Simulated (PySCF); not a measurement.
PySCF input file for B(F)2(Me) (CH₃BF₂), SMILES CB(F)F, B3LYP/pcJ-1. Coordinates come from a PBE-D3(BJ)/def2-SVP optimisation.

```python
import numpy as np
from pyscf import gto, scf, dft
from pyscf.prop.ssc import rks as ssc

mol = gto.M(
    atom='''
    B     0.03775239   -0.03384363    0.06025661
    F     1.35730560   -0.23171595    0.01423132
    F    -0.60825471   -0.66264052    1.04504521
    C    -0.70663110    0.84755161   -0.99622238
    H    -1.65436742    1.26572563   -0.60669443
    H    -0.96826649    0.20378817   -1.86510547
    H    -0.06779942    1.66360294   -1.38563765
    ''',
    basis='pcJ-1',
    charge=0,
    spin=0,
    max_memory=1600,
    verbose=3,
)
mf = dft.RKS(mol, xc='b3lyp')
mf.grids.level = 3
mf.conv_tol = 1e-10
mf.max_cycle = 100
mf.kernel()
j = ssc.SSC(mf)
j.with_fcsd = True
j.max_cycle_cphf = 80
j.conv_tol = 1e-7
e11 = j.kernel()
```

It prints:

```
converged SCF energy = -264.597253232803
Reduced spin-spin coupling constant K (Hz)
               #0        #1        #2        #3        #4
        0 B    0.00000
        1 F  -16.48368   0.00000
        2 F  -16.50288  -8.12379   0.00000
        3 C   34.27248   4.44969   4.48549   0.00000
        4 H   -0.62169   0.76590  -0.02751  16.98759   0.00000
        5 H   -0.67363   0.06178   0.09129  15.33460  -0.57980
        6 H   -0.62287  -0.02953   0.71978  16.87060  -0.38087
               #5        #6
        5 H    0.00000
        6 H   -0.59705   0.00000
Spin-spin coupling constant J (Hz)
               #0        #1        #2        #3        #4
        0 B    0.00000
        1 F  -155.34444   0.00000
        2 F  -155.52540 -224.57228   0.00000
        3 C   86.29987  32.86628  33.13066   0.00000
        4 H   -6.22438  22.49297  -0.80794 133.30017   0.00000
        5 H   -6.74433   1.81432   2.68109 120.32934 -18.08973
        6 H   -6.23620  -0.86735  21.13856 132.38220 -11.88305
               #5        #6
        5 H    0.00000
        6 H  -18.62784   0.00000
```

Self-consistency was reached.
